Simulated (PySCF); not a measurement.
**Calculated properties of [ReOCl4]- (`[O]=[Re-]([Cl])([Cl])([Cl])[Cl]`)**

Compound: [ReOCl4]- (charge -1 and singlet state).
Cartesian coordinates in Å at the PBE0-D3(BJ)/def2-SVP level; atoms count from 1:
```
atom  x, y, z in Å
Re1    0.000    0.000    0.199
O2     0.000   -0.001    1.855
Cl3    2.233   -0.001   -0.512
Cl4    0.001    2.233   -0.513
Cl5   -2.234    0.001   -0.513
Cl6   -0.001   -2.232   -0.515
```

**PBE0-D3(BJ)/def2-SVP geometry optimisation, gas phase, def2 core potentials past Kr (PySCF)**

```
Point group                  : C4v
Rotational constants A, B, C : 1.128, 1.128, 0.725 GHz
```

From PBE0/def2-SVPD ground state and vertical TDDFT (core frozen in the response) (PySCF):

```
HOMO energy                              : -2.44 eV
LUMO energy                              : 1.26 eV
HOMO–LUMO gap                            : 3.70 eV
Lowest singlet excitation                : 1.69 eV (733 nm, f = 0.000 summed over 2 states within 0.01 eV)
Lowest triplet excitation (Tamm–Dancoff) : 1.05 eV
Static isotropic polarisability          : 111.5 au
```

Monoisotopic mass of the ion (most abundant isotopes, electron mass counted): 342.8266 u.

In wavenumbers S1 is 13600 cm⁻¹ (1 eV = 8065.54 cm⁻¹). 4 of the 10 computed singlets lie in the visible range (750 to 380 nm, 1.65 to 3.26 eV), with an oscillator strength of 0.000 in sum. S1 lies 2.01 eV below the HOMO–LUMO gap. The principal polarisabilities are 87.7, 123.4 and 123.4 au; their mean is the isotropic value. The vertical singlet–triplet gap S1 − T1 is 0.64 eV (TDDFT singlet less Tamm–Dancoff triplet). With B = h/(8π²I), that is 505.379 GHz u Å² over I, the principal moments of inertia are 447.9, 448.1 and 697.5 u Å² (most abundant isotopes). The polarisability is 16.52 Å³ as a volume (1 au = 0.148185 Å³).

Atoms past krypton carry effective core potentials; spin–orbit coupling is left out. The geometry's basis has no diffuse functions, a weakness for an anion.
